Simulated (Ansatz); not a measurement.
Molecule: C6H11 (charge 0, doublet). It need not be the lowest isomer of its formula. SMILES: C(=C)CC[CH]C
Geometry from a B3LYP-D3(BJ)/def2-TZVP (Ansatz, a first-principles code) optimisation:
```
C
H 1 1.0926
H 1 1.0949 2 107.06
C 1 1.4952 2 110.09 3 -119.09
C 4 1.3271 1 125.23 2 -4.99
H 5 1.0825 4 121.75 1 -179.07
H 5 1.0845 6 116.83 4 179.78
H 4 1.0878 5 118.96 6 -0.51
C 1 1.5538 2 109.37 3 117.14
H 9 1.0926 1 108.05 2 63.64
H 9 1.0971 10 106.90 1 -115.75
C 9 1.4865 10 110.62 11 -119.61
H 12 1.0837 9 118.59 10 -30.07
C 12 1.4858 13 118.63 9 166.44
H 14 1.0916 12 111.92 13 31.77
H 14 1.0948 15 108.25 12 -123.11
H 14 1.1015 15 106.53 16 -113.86
```
Charge 0, spin multiplicity 2.

Computed values are from Ansatz. Valence correlation only, unless marked. Open shells are spin-unrestricted. No spin-orbit coupling. Non-relativistic. CBS(X,Y): correlation extrapolated as X^-3; Hartree-Fock from the larger set. [CCSD(T)-MP2]/basis is that difference in the basis named.

### Question
What is the total energy at RI-MP2/CBS(cc-pVTZ,cc-pVQZ)+[CCSD(T)-MP2]/cc-pVTZ?

### Answer
-234.8540 Eh.

### Question
What is the T1 diagnostic at CCSD/cc-pVTZ?

### Answer
0.011.

### Question
What is the dipole moment at CCSD(T)/aug-cc-pVDZ?

### Answer
0.34 D.

### Question
What is the atomisation energy De at RI-MP2/CBS(cc-pVTZ,cc-pVQZ)+[CCSD(T)-MP2]/cc-pVTZ?

### Answer
6843.3 kJ/mol.
